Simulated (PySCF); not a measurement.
## UHF on Ta (tantalum, neutral)

Configuration: [Xe] 4f14 5d3 6s1 6p1, one real determinant (an excited configuration). All numbers are calculated (PySCF 2.14, a scalar-relativistic core potential, in aug-cc-pVTZ-PP with ECP60MDF (6s6p5d3f2g, 88 functions)).

```json
{
  "Total energy": "-56.703406 hartree",
  "One-electron energy": "-94.5665 hartree",
  "Hartree (Coulomb) energy": "44.0380 hartree",
  "Exchange energy": "-6.1749 hartree",
  "⟨S²⟩": "8.7550",
  "⟨L²⟩": "14.013",
  "Sum of ⟨r⟩": "24.51 bohr",
  "Sum of ⟨r²⟩": "66.72 bohr²",
  "Traceless quadrupole moment −½Σ⟨3z² − r²⟩ along its main axis": "-10.2 e·bohr²"
}
```

| shell | electrons | mean orbital energy (eV) | spread (eV) | rms radius, mean of both spins (bohr) |
| --- | --- | --- | --- | --- |
| 5s α | 1 | -88.723 | 0 | 1.19 |
| 5s β | 1 | -85.729 | 0 | 1.19 |
| 5p α | 3 | -51.047 | 0.080 | 1.40 |
| 5p β | 3 | -46.616 | 0.345 | 1.40 |
| 5d α | 3 | -10.211 | 0.175 | 2.34 |
| 6s α | 1 | -9.751 | 0 | 3.58 |
| 6p α | 1 | -4.848 | 0 | 4.78 |

⟨L²⟩ = 14.01 against 20 for a pure G term, so this real determinant mixes terms. Energies and moments cover only the electrons outside the core potential. Spin-orbit coupling, absent here, splits the open shell strongly.
